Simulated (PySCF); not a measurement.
```xyz
3
charge 0 multiplicity 4, angstrom
Ir    0.0000    0.0000   -0.5736
Se    1.8480    0.0000    0.6911
Se   -1.8480    0.0000    0.6911
```

Level of theory: PySCF, UPBE, basis Ir def2-SVP with ECP60, Se def2-SVP (scalar-relativistic core potentials, no spin–orbit coupling, density fitting).

This geometry of IrSe₂ is a stationary point at this level.

**Question.** What is the point group?

**Answer.** C2v.

**Question.** Is it a minimum?

**Answer.** Yes: all harmonic wavenumbers are real.

**Question.** List the harmonic modes with their infrared intensities.

**Answer.** 
| symmetry | ω (cm⁻¹) | IR (km/mol) |
| --- | --- | --- |
| a1 | 97 | 0.0 |
| a1 | 319 | 0.5 |
| b2 | 326 | 3.1 |

**Question.** What are the dipole moment and the gap between the highest occupied and lowest empty levels of either spin?

**Answer.** 0.78 D and 0.35 eV.

In C2v the vibrations span 2a1 + b2. Here b1 is antisymmetric to the molecular plane and b2 lies in it.

This need not be the most stable arrangement of these atoms. Open d and f shells are described by one determinant, and the ground state may have another occupation or spin. At this level a doublet minimum of C2v symmetry lies 12 kJ/mol below this structure. Spin–orbit coupling, left out here, can matter for elements this heavy.
